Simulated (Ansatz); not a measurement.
Isolated molecules relaxed with PBE0-D4/def2-TZVP in Ansatz; ΔE leaves out vibrations. CCSD(T)/CBS adds triple-zeta CCSD(T) − MP2 to the extrapolated MP2 energy (def2 sets, frozen cores). Functionals use def2-TZVPP. B3LYP here is the variant with VWN-RPA as its local correlation; programs differ in this. For Ge, Mg outer-core shells are correlated without core-valence functions, which leaves a few kJ/mol of doubt a bond. Scalar relativity is left out up to krypton. One conformer a species, not always the lowest.

`C[O][Ge][Cl]` + `C[S][Mg][SH]` → `C[O][Ge][SH]` + `C[S][Mg][Cl]`  (redistribution)

`C[O][Ge][Cl]`:

```xyz
7

C     0.470   -0.704    0.159
O     0.581    0.361   -0.758
Ge   -0.408    1.789   -1.052
Cl   -2.005    1.533    0.462
H     0.402   -1.645   -0.394
H    -0.408   -0.602    0.801
H     1.368   -0.732    0.782
```

`C[S][Mg][SH]`:

```xyz
8

C    -0.905   -0.689   -1.373
S    -1.299    0.793   -0.379
Mg    0.257    0.746    1.289
S     1.809    0.673    2.968
H    -1.027   -1.607   -0.799
H    -1.612   -0.710   -2.202
H     0.102   -0.647   -1.787
H     2.674    1.440    2.282
```

`C[O][Ge][SH]`:

```xyz
8

C     0.749    0.382   -0.579
O     0.922    0.238    0.806
Ge   -0.169   -0.383    2.067
S    -2.036   -0.936    0.905
H     0.562   -0.582   -1.067
H    -0.079    1.060   -0.815
H     1.665    0.804   -0.997
H    -1.614   -0.583   -0.320
```

`C[S][Mg][Cl]`:

```xyz
7

C     0.660   -0.608   -0.870
S     0.727    1.110   -0.249
Mg   -0.910    1.164    1.330
Cl   -2.483    1.199    2.840
H    -0.302   -0.839   -1.327
H     1.429   -0.693   -1.637
H     0.879   -1.333   -0.087
```

| level | ΔE (kcal/mol) | difference from CCSD(T)/CBS |
| --- | --- | --- |
| PBE-D4 | -5.8 | 0.2 |
| r2SCAN-D4 | -6.6 | -0.6 |
| PBE0-D4 | -6.0 | 0.0 |
| B3LYP-D4 | -6.1 | -0.1 |
| ωB97X-V | -5.7 | 0.3 |
| ωB97M-V | -5.5 | 0.5 |
| B2PLYP | -5.8 | 0.2 |
| PBE | -5.4 | 0.6 |
| r2SCAN | -6.5 | -0.5 |
| PBE0 | -5.7 | 0.3 |
| B3LYP | -5.5 | 0.5 |
| HF/def2-TZVPP | -5.9 | 0.1 |
| MP2/def2-TZVPP | -6.1 | -0.1 |
| SCS-MP2/def2-TZVPP | -6.0 | 0.0 |
| CCSD/def2-TZVPP | -6.1 | -0.1 |
| CCSD(T)/def2-TZVPP | -6.1 | -0.1 |
| HF/def2-QZVPP | -6.0 | 0.0 |
| MP2/def2-QZVPP | -6.1 | -0.1 |
| SCS-MP2/def2-QZVPP | -6.0 | 0.0 |
| HF/CBS(def2) | -6.0 | 0.0 |
| MP2/CBS(def2) | -6.0 | 0.0 |
| CCSD/CBS(def2) | -5.9 | 0.1 |
| CCSD(T)/CBS | -6.0 | 0 |

Largest T1 diagnostic among the species: 0.015.
